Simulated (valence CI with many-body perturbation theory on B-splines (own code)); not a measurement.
# Level structure of I XLIX

Method: configuration interaction combined with many-body perturbation theory (CI+MBPT): three valence electrons over a frozen Dirac-Fock core [He], radial functions for each j: 11 s, 11 p, 9 d, 7 f, 5 g, 2 h, 1 i, with the one-electron correlation potential Σ1, the two-electron term Σ2, the three-electron term Σ3, Breit, model QED; selected CI, second order for the rest (own B-spline code, finite nucleus).

The last digits are not significant, and no measured levels were compared; by estimate large intervals hold to a few tenths of a per cent, small ones and those within an open d or f shell to about a per cent.

Levels 91 to 101 of 101, with energies above the lowest level, (2s^2 2p1/2) J=1/2. "Leading %" is the weight of the configuration and term that name the level; weights of strongly mixed levels are sums over their largest components and can fall short. In the jj column 3d3/2^4 stands for four electrons in 3d with j = 3/2. Lifetimes count E1, E2, E3, M1 and M2 decay at the calculated energies, and are blank where another channel may lead or the interval is too uncertain; long ones can be off by a factor of two.

```
No.  Configuration  Term    J  E (× 10³ cm⁻¹)  Leading %  Second component                 Leading jj  Lifetime
 91         2p2 3p   2P°  1/2           46576         86    8 % 2p2 3p 4D°   2p1/2 2p3/2 3p3/2 (99 %)   8.67 fs
 92         2p2 3d    2G  7/2           46621         46    30 % 2p2 3d 4F   2p1/2 2p3/2 3d3/2 (93 %)    691 fs
 93         2p2 3d    2F  5/2           46710         32    26 % 2p2 3d 4P   2p1/2 2p3/2 3d3/2 (81 %)   2.43 fs
 94         2p2 3d    4D  7/2           46719         48    33 % 2p2 3d 4F   2p1/2 2p3/2 3d5/2 (98 %)   73.5 fs
 95         2p2 3d    2D  3/2           46748         45    27 % 2p2 3d 4D   2p1/2 2p3/2 3d3/2 (82 %)   2.71 fs
 96         2p2 3d    4P  1/2           46812         38    31 % 2p2 3d 2P   2p1/2 2p3/2 3d3/2 (99 %)   1.94 fs
 97         2p2 3d    2G  9/2           46840         61    39 % 2p2 3d 4F  2p1/2 2p3/2 3d5/2 (100 %)    710 fs
 98         2p2 3d    4P  3/2           46841         41    36 % 2p2 3d 2P   2p1/2 2p3/2 3d5/2 (82 %)   2.46 fs
 99         2p2 3d    2F  5/2           46851         39    31 % 2p2 3d 4D   2p1/2 2p3/2 3d5/2 (85 %)   2.46 fs
100         2p2 3d    2D  5/2           46961         60    22 % 2p2 3d 4P   2p1/2 2p3/2 3d5/2 (94 %)   1.68 fs
101         2p2 3d    2F  7/2           47001         65    18 % 2p2 3d 2G   2p1/2 2p3/2 3d5/2 (95 %)   1.71 fs
```
